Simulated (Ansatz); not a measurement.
ClH$_{9}$O$_{3}$Si$_{3}$Ti (`[SiH3][O][Ti]([Cl])([O][SiH3])[O][SiH3]`). The species carries charge 0 and has multiplicity 1. Correlated methods include outer-core shells of Ti, which these sets cover unevenly. Scalar relativity is left out up to krypton.

```xyz
17

Si   -1.144   -2.936    0.593
O    -0.166   -1.688    0.163
Ti    0.834   -0.293   -0.282
Cl    2.820   -0.993   -0.957
O     1.025    0.768    1.125
Si    1.119    1.761    2.432
O     0.045    0.603   -1.593
Si   -0.740    1.445   -2.765
H    -2.366   -2.912   -0.251
H    -1.522   -2.790    2.022
H    -0.417   -4.214    0.392
H     0.535    3.081    2.084
H     0.358    1.160    3.556
H     2.543    1.924    2.816
H    -1.006    2.824   -2.281
H    -2.026    0.769   -3.074
H     0.109    1.493   -3.981
```

**Question.** Give the diagnostics of a CCSD(T)/def2-TZVPP run (frozen core, Ansatz). (An estimate is asked.)

**Answer.** Ansatz gave: T1 = 0.0208, largest single amplitude 0.046, largest double 0.026, (T) share of the correlation energy 4.5 %, 12 CCSD cycles. The RHF solution is stable towards an unrestricted one. T1 lies over the customary mark of 0.02 for closed shells; compounds of d metals often pass it without a breakdown.
